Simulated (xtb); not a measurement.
FH7Si3, SMILES F[SiH2][SiH2][SiH3]. All values are semi-empirical tight-binding results from xtb (GFN2-xTB unless named), good for trends rather than for accurate numbers. Geometry: GFN2-xTB. The values are those of a single conformer.

Optimised geometry:

Bonded distances (Å): Si1–Si2 2.320, Si1–H5 1.467, Si1–H6 1.466, Si1–H7 1.465, Si2–Si3 2.309, Si2–H8 1.475, Si2–H9 1.475, Si3–F4 1.619, Si3–H10 1.461, Si3–H11 1.460. Angles (°): Si2–Si1–H5 111.1, Si2–Si1–H6 113.2, Si2–Si1–H7 112.1, H5–Si1–H6 106.4, H5–Si1–H7 106.9, H6–Si1–H7 106.6, Si1–Si2–Si3 116.2, Si1–Si2–H8 110.2, Si1–Si2–H9 110.5, Si3–Si2–H8 109.1, Si3–Si2–H9 107.0, H8–Si2–H9 103.0, Si2–Si3–F4 106.0, Si2–Si3–H10 116.2, Si2–Si3–H11 119.4, F4–Si3–H10 102.3, F4–Si3–H11 102.2, H10–Si3–H11 108.3.

| Item | Result |
|---|---|
| orbital gap | 3.90 eV |
| dipole moment | 1.66 D |
| zero-point energy | 36.7 kcal/mol |
| G − E(el) at 298.15 K (modified RRHO) | 15.7 kcal/mol |
| static polarisability (D4 model) | 89.5 bohr³ |
| solvation energy, GFN2-xTB/ALPB(water) | -0.4 kcal/mol |
| solvation energy, GFN2-xTB/ALPB(dmso) | -3.7 kcal/mol |

Problem. Give the atomic charges and the Wiberg bond orders between heavy atoms. (An estimate is asked for; the answer gives what the named calculation found.)

Solution. charges (e) Si1 0.37, Si2 0.30, Si3 0.45, F4 -0.31, H5 -0.12, H6 -0.11, H7 -0.11, H8 -0.12, H9 -0.14, H10 -0.11, H11 -0.09. Bond orders Si1–Si2 0.86, Si2–Si3 0.84, Si3–F4 1.08.
